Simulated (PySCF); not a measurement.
# Basis and Hamiltonian dependence of the ionisation energy of Pt+

Pt+ [Xe] 4f14 5d9 (2D) → Pt(2+) [Xe] 4f14 5d8 (3F). Calculated with PySCF 2.14 from differences of total energies of unrestricted determinants, without spin-orbit coupling. Values in eV.

```csv
basis,Hamiltonian,functions,UHF,PBE,PBE0,MP2 (valence),CCSD(T) (valence),CCSD(T) (valence and next inner shell)
def2-SVPD with the def2 core potential (60 electrons),ECP,35,16.964,19.122,18.851,18.235,n/a,n/a
cc-pVDZ-PP with ECP60MDF,ECP,38,16.874,n/a,n/a,18.318,n/a,n/a
def2-TZVP with the def2 core potential (60 electrons),ECP,40,16.924,19.141,n/a,18.414,n/a,n/a
aug-cc-pVDZ-PP with ECP60MDF,ECP,54,16.877,19.116,18.838,18.523,18.429,n/a
def2-TZVPPD with the def2 core potential (60 electrons),ECP,59,16.918,19.155,18.875,18.690,18.583,18.609
cc-pVTZ-PP with ECP60MDF,ECP,63,16.872,n/a,n/a,18.671,n/a,n/a
aug-cc-pwCVDZ-PP with ECP60MDF,ECP,70,16.862,19.105,18.825,18.569,18.450,18.429
ANO-RCC-VTZP,spin-free X2C,84,16.916,19.186,18.883,18.693,18.597,18.656
def2-QZVPPD with the def2 core potential (60 electrons),ECP,88,16.919,19.157,18.874,18.764,18.654,18.685
x2c-TZVPPall,spin-free X2C,97,16.940,19.177,18.885,18.678,18.585,18.642
"aug-cc-pVTZ-PP with one added diffuse shell each of s, p, d, f, g type with ECP60MDF",ECP,113,16.877,19.124,18.838,18.741,n/a,n/a
"x2c-TZVPPall with one added diffuse shell each of s, p, d, f type",spin-free X2C,113,16.936,19.174,18.882,18.690,18.598,18.656
aug-cc-pwCVTZ-PP with ECP60MDF,ECP,122,16.870,19.122,18.835,18.755,n/a,n/a
aug-cc-pVQZ-PP with ECP60MDF,ECP,135,16.864,19.116,18.829,18.826,n/a,n/a
```

Frozen in the all-electron rows: valence and next inner shell: [Kr] 4d10 4f14; valence: [Xe] 4f14; with a core potential, the same shells as far as they lie outside it.

Between the lowest levels the reference is 18.56 ± 0.12 eV (measured; NIST Atomic Spectra Database, ionization energies); it includes spin-orbit coupling, which these numbers lack.
